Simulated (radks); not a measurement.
Results of a calculation; reference values are marked as such.
Removal energies from the technetium ion Tc3+, [Kr] 4d4, by Delta-SCF beside the eigenvalue of the level emptied. Level of theory: scalar-relativistic Kohn-Sham, BLYP, spin-polarised, spherical densities, finite nucleus; Fermi nuclear charge, rms radius of each element as measured or else 0.836 A^(1/3) + 0.57 fm (a radial shooting solver on a logarithmic mesh with Libxc functionals). Open shells are filled with parallel spins first.

removed from,final configuration,Delta-SCF (eV),-eigenvalue (eV)
4d,[Kr] 4d3,42.999,36.158
4p,[Ar] 3d10 4s2 4p5 4d4,81.083,73.312
4s,[Ar] 3d10 4s1 4p6 4d4,109.95,101.71
3d,[Ar] 3d9 4s2 4p6 4d4,298.48,280.13
